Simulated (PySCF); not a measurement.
MgO, SMILES [O]=[Mg].

The structure is a stationary point at r2SCAN-D4/def2-TZVPD.

Two levels are set side by side: PBE/def2-TZVPD (PySCF) and B3LYP/def2-TZVPD (PySCF). Same geometry, gas phase. Differences are taken from unrounded values.

```
quantity                     B3LYP    PBE  PBE minus B3LYP
---------------------------  -----  -----  ---------------
orbital gap (eV)              2.09   0.52            -1.58
highest occupied level (eV)  -5.98  -4.83             1.15
lowest empty level (eV)      -3.88  -4.31            -0.43
dipole moment (D)             7.47   7.05            -0.42
mean polarisability (bohr³)   53.0   54.0              1.0
```

PBE's occupied levels lie high since its potential decays too fast outside the molecule; exact exchange lowers them and widens the gap. Differences between two approximate levels are no errors against the true value.

Rough cost on one machine, each run with all the roots and properties that it gave: B3LYP against PBE within a factor of 2.
